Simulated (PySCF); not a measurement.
# How methods differ on the ionisation energy of Zn

Zn [Ar] 3d10 4s2 (1S) → Zn⁺ [Ar] 3d10 4s1 (2S), as a difference of total energies. Computed with PySCF 2.14 in def2-TZVPPD, with the non-relativistic Hamiltonian (point nucleus). Correlated levels: valence: [Ar] frozen. The calculations carry no spin-orbit coupling.

```csv
method,ionisation energy (eV)
UHF,7.636
MP2 (valence),8.824
SCS-MP2 (valence),8.847
CCSD (valence),8.907
CCSD(T) (valence),9.008
```

Task: How much does correlation contribute at CCSD(T) (valence)?

Result: 9.008 − (7.636) = 1.372 eV, measured against UHF.

These non-relativistic numbers lack the scalar-relativistic shift.

Errors of the correlated levels include the incompleteness of this basis and the frozen core.

For comparison: 9.394 eV (measured; NIST Atomic Spectra Database, ionization energies).
